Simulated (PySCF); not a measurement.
Si(F)(Br)(Me)(NH2) (CH5BrFNSi), SMILES C[Si](N)(F)Br.

Coordinates come from a PBE-D3(BJ)/def2-SVP optimisation. The structure was generated by enumeration, and PubChem lists no compound with its InChIKey, so it may never have been made. One conformer was computed; it need not be the lowest.

Method: SMD-B3LYP/def2-SVP (PySCF).

Solvation free energies are E(SMD) − E(gas) at the gas-phase geometry, for 1 M in both phases. Bromine has the revised SMD18 radius of 2.60 Å. In vacuum the dipole moment is 2.68 D.

Computed solvation free energies in water, acetonitrile, cyclohexanone:
| solvent | ΔG(solv) (kcal/mol) | its non-electrostatic (CDS) part | dipole (D) |
|---|---|---|---|
| water | -3.4 | 3.2 | 3.40 |
| acetonitrile | -6.6 | -0.2 | 3.38 |
| cyclohexanone | -5.9 | 0.2 | 3.34 |
